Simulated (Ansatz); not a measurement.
`CC(=O)OC(C)C` and `CC(C)[O][Zn][F]` differ in one atom or group.

Ansatz, PBE0-D4/def2-TZVP geometries, multiplicity 1. Each molecule was computed in one conformer, which needn't be the lowest.

Scalar relativity is left out up to krypton.

| property | `CC(=O)OC(C)C` |
| --- | --- |
| LUMO energy (B3LYP/def2-TZVPP) / eV | 0.17 |
| LUMO energy (PBE/def2-TZVPP) / eV | -0.68 |
| HOMO–LUMO gap (PBE0/def2-TZVPP) / eV | 8.31 |
| LUMO energy (ωB97M-V/def2-TZVPP) / eV | 2.52 |
| HOMO energy (PBE0/def2-TZVPP) / eV | -7.84 |
| HOMO energy (B3LYP/def2-TZVPP) / eV | -7.59 |

Q: Give the same properties after the change, and the shifts. (Best estimate.)

A: Ansatz gave: 
```
                             property  `CC(C)[O][Zn][F]`  shift
  LUMO energy (B3LYP/def2-TZVPP) / eV              -1.53  -1.70
    LUMO energy (PBE/def2-TZVPP) / eV              -2.12  -1.44
 HOMO–LUMO gap (PBE0/def2-TZVPP) / eV               6.60  -1.71
LUMO energy (ωB97M-V/def2-TZVPP) / eV               0.54  -1.98
   HOMO energy (PBE0/def2-TZVPP) / eV              -7.78   0.06
  HOMO energy (B3LYP/def2-TZVPP) / eV              -7.57   0.02
```

With PBE0 the HOMO rises by 0.06 eV and the LUMO falls by 1.65 eV, so the gap narrows by about 1.71 eV. PBE moves the HOMO by -0.12 eV and ωB97M-V by 0.10 eV.

B3LYP here is the variant with VWN-RPA as its local correlation; programs differ in this.
